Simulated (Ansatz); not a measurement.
Isolated molecules relaxed with PBE0-D4/def2-TZVP in Ansatz; ΔE leaves out vibrations. CCSD(T)/CBS adds triple-zeta CCSD(T) − MP2 to the extrapolated MP2 energy (def2 sets, frozen cores). Functionals use def2-TZVPP. For Ge outer-core shells are correlated without core-valence functions, which leaves a few kJ/mol of doubt a bond. Scalar relativity is left out up to krypton. One conformer a species, not always the lowest.

`[CH3][GeH2][CH](F)F` + `OC(F)F` → `FC(F)OC(F)F` + `[CH3][GeH3]`  (substitution at a C–Ge bond)

`[CH3][GeH2][CH](F)F`:

Cartesian coordinates in Å:
```
C -1.102 -1.173 0.434
Ge -0.503 0.633 0.019
C 1.461 0.576 -0.349
F 1.910 1.790 -0.775
F 1.718 -0.324 -1.344
H -0.602 -1.546 1.329
H -0.874 -1.839 -0.399
H -2.178 -1.185 0.608
H -0.720 1.590 1.204
H -1.182 1.189 -1.241
H 2.072 0.287 0.514
```

`OC(F)F`:

```xyz
6

O    -0.457   -0.067   -0.986
C    -0.025    0.222    0.256
F     1.322    0.366    0.290
F    -0.308   -0.781    1.123
H    -0.035   -0.883   -1.282
H    -0.497    1.143    0.599
```

`FC(F)OC(F)F`:

```xyz
9

F     1.729    1.274   -0.892
C     0.957    0.222   -0.628
F     0.723   -0.421   -1.784
O    -0.211    0.706   -0.099
C    -0.935   -0.161    0.677
F    -1.688    0.579    1.488
F    -1.754   -0.906   -0.083
H     1.477   -0.462    0.053
H    -0.299   -0.832    1.267
```

`[CH3][GeH3]`:

Z-matrix (Å, degrees):
```
C
Ge 1 1.953
H 1 1.091 2 110.3
H 1 1.090 2 110.3 3 120.0
H 1 1.090 2 110.3 3 -120.0
H 2 1.539 1 110.4 3 -59.8
H 2 1.539 1 110.4 3 60.2
H 2 1.539 1 110.4 3 -179.8
```

```csv
level,ΔE (kcal/mol)
PBE,3.6
HF/def2-QZVPP,-1.8
HF/CBS(def2),-1.8
MP2/CBS(def2),4.5
```

Q: What does CCSD(T)/CBS give? (Estimate.)

A: Computed: +3.6 kcal/mol. The listed levels differ from it by 0.0, -5.4, -5.4, 0.9 kcal/mol.

Largest T1 diagnostic among the species: 0.012.

From PBE to PBE0 (25 % exact exchange), in def2-TZVPP and without D4, ΔE moves by −1.5 kcal/mol. In def2-TZVPP, CCSD(T) changes the Hartree–Fock value by +3.9 kcal/mol (the triples alone add +0.2 kcal/mol) and MP2 by +4.8 kcal/mol.
